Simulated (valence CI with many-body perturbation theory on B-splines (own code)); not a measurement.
## Kr V: electric-dipole lines

Level of theory: valence CI with perturbative core correlation (CI+MBPT): four valence electrons over a frozen Dirac-Fock core [Ar] 3d10, radial functions for each j: 11 s, 11 p, 10 d, 8 f, 5 g, 2 h, with the one-electron correlation potential Σ1, the two-electron term Σ2, the three-electron term Σ3, Breit, model QED; selected CI, second order for the rest, scaled by the run's own slope (own B-spline code, finite nucleus).

Against 34 measured levels this calculation errs by 137 cm⁻¹ on average and by 790 at most. These come from a selection out of Saloman, J. Phys. Chem. Ref. Data 36, 215 (2007). Levels without a partner in it may be off by more. Among the levels kept, up to 1200 cm⁻¹ of a level comes from second order outside the variational space, and about a tenth of that is noise between levels of different J, which matters for small intervals. 7 measured levels below the end of the list, from 289998 cm⁻¹ on, found no clear computed partner, and computed levels of the same name lie up to 46756 cm⁻¹ from them.

Lines 201 to 250 of 551 in falling wavelength, among levels below 409020 cm⁻¹, chosen from the strongest by gf and those to the six lowest levels. Wavelengths and rates use the calculated energies, so an error of 100 cm⁻¹ moves a line at 1102 Å by 0.11 % and its rate by three times that or more. Electric multipoles are in the length gauge, E1 and E2 with the static RPA response of the core. Weak lines are less certain than strong ones. Lines between different terms over intervals too small for the method are left out, as are lines whose strength nearly cancels. Where a level lies close to another of its J and parity, the split of strength between their lines is uncertain. The highest levels of a list are the least certain.

Names give the largest LS component (configuration and term), which can be under half, so a name can repeat, a term be missing and a line seem to break the LS rules; names also repeat where a configuration has a term twice. Letters in brackets count levels of one name in rising energy.

```tsv
λ vac (Å)	λ from measured levels	Upper	Lower	A (s⁻¹)	S (a.u.)
1102	1102	4s2.4p.5p 3D_2	4s2.4p.4d 3F°_3	9.14e+08	3.01e+00
1089		4p4 1D_2	4s2.4p.4d 3F°_3	3.50e+08	1.12e+00
1076		4s2.4p.5p 3D_3	4s2.4p.4d 3F°_4	8.01e+08	3.45e+00
1075		4s.4p2.4d 5F_3	4s2.4p.4d 3F°_4	6.45e+08	2.77e+00
1071	1072	4s2.4p.5p 3D_1 [b]	4s2.4p.4d 3F°_2	6.25e+08	1.14e+00
1051		4s.4p2.5p 5P°_2	4s.4p2.4d 5D_3	5.87e+08	1.68e+00
1045		4s.4p2.5p 5D°_4	4s.4p2.4d 5D_4	3.24e+08	1.64e+00
1043		4s.4p2.5p 5P°_2	4s.4p2.4d 5D_2	4.28e+08	1.20e+00
1029		4s.4p2.5p 5P°_1	4s.4p2.4d 5D_1	6.12e+08	9.88e-01
1024		4s.4p2.5p 5P°_3	4s.4p2.4d 5D_4	1.08e+09	4.01e+00
1024		4s.4p2.5p 3S°_1	4s.4p2.4d 5F_2	6.49e+08	1.03e+00
1016		4s.4p2.5p 5D°_0	4s.4p2.4d 5F_1	1.96e+09	1.01e+00
1013		4s.4p2.5p 5D°_2	4s.4p2.4d 5F_3	7.02e+08	1.80e+00
1012		4s.4p2.5p 5D°_2	4s2.4p.5p 3D_3	7.19e+08	1.84e+00
1011		4s.4p2.5p 5P°_3	4s.4p2.4d 5D_3	2.96e+08	1.06e+00
1008		4s.4p2.5p 5D°_1	4s.4p2.4d 5F_2	7.19e+08	1.09e+00
1005		4s.4p2.5p 5D°_3	4s.4p2.4d 5F_4	1.54e+09	5.40e+00
998.1		4s.4p2.5p 5D°_2	4s.4p2.4d 5F_2	4.50e+08	1.11e+00
997.7		4s.4p2.5p 5D°_4	4s.4p2.4d 5F_5	1.61e+09	7.10e+00
981.1		4s.4p2.4d 1G_4	4s2.4p.4d 1F°_3	9.28e+08	3.89e+00
960.3		4s2.4p.4f 1D_2	4s2.4p.5s 3P°_1	4.50e+08	9.84e-01
932.0		4s2.4p.4f 1D_2	4s2.4p.4d 1P°_1	8.43e+08	1.68e+00
900.4	898.5	4s.4p3 3D°_3	4s2.4p2 1D_2	3.08e+07	7.77e-02
899.8		4s2.4p.4f 1G_4	4s2.4p.4d 1F°_3	1.06e+09	3.43e+00
885.6		4s2.4p.4f 3F_4	4s2.4p.4d 3D°_3	1.04e+09	3.20e+00
874.7		4s2.4p.4f 3F_3	4s2.4p.4d 1D°_2	5.08e+08	1.18e+00
866.6		4s.4p2.4d 3F_4 [b]	4s2.4p.4d 1F°_3	3.02e+08	8.74e-01
865.5		4s2.4p.4f 1F_3	4s2.4p.4d 3P°_2	5.43e+08	1.22e+00
865.3		4s2.4p.4f 3F_2	4s2.4p.4d 3P°_1	8.56e+08	1.37e+00
858.5		4s.4p2.4d 3D_3 [a]	4s2.4p.4d 3D°_3	3.45e+08	7.54e-01
848.1		4s2.4p.4f 3G_4	4s2.4p.4d 1F°_3	4.66e+08	1.26e+00
833.1		4s.4p2.4d 3D_3 [b]	4s2.4p.4d 3D°_2	4.19e+08	8.37e-01
824.5		4p4 1D_2	4s.4p3 1D°_2	9.60e+08	1.33e+00
819.7	818.4	4s.4p3 3D°_2	4s2.4p2 3P_2	1.70e+07	2.31e-02
811.5	810.2	4s.4p3 3D°_3	4s2.4p2 3P_2	3.92e+08	7.24e-01
795.4	794.2	4s.4p3 3D°_1	4s2.4p2 3P_1	1.07e+08	7.99e-02
794.6	793.4	4s.4p3 3D°_2	4s2.4p2 3P_1	4.64e+08	5.74e-01
779.0	777.8	4s.4p3 3P°_1	4s2.4p2 1D_2	1.69e+07	1.18e-02
772.4	771.3	4s.4p3 3D°_1	4s2.4p2 3P_0	4.07e+08	2.78e-01
770.4		4s.4p2.4d 3G_4	4s2.4p.4d 3F°_3	4.45e+08	9.05e-01
765.1		4s.4p2.4d 3G_3	4s2.4p.4d 3F°_2	4.82e+08	7.45e-01
764.2		4s.4p2.4d 1F_3	4s2.4p.4d 1D°_2	4.11e+08	6.34e-01
751.7		4s.4p2.5s 3D_3	4s2.4p.5s 3P°_2	1.15e+09	1.69e+00
735.4		4s.4p2.4d 3D_3 [c]	4s2.4p.4d 1D°_2	7.80e+08	1.07e+00
718.9		4s2.4p.4f 3G_3	4s2.4p.4d 3P°_2	4.78e+08	6.14e-01
711.5	710.8	4s.4p3 3P°_1	4s2.4p2 3P_2	2.92e+08	1.56e-01
709.6	708.9	4s.4p3 3P°_2	4s2.4p2 3P_2	1.06e+09	9.32e-01
701.5		4p4 3P_2	4s.4p3 3D°_3	1.51e+09	1.29e+00
697.1	696.1	4s.4p3 1D°_2	4s2.4p2 1D_2	1.68e+09	1.41e+00
694.3	693.6	4s.4p3 3P°_0	4s2.4p2 3P_1	1.37e+09	2.26e-01
```
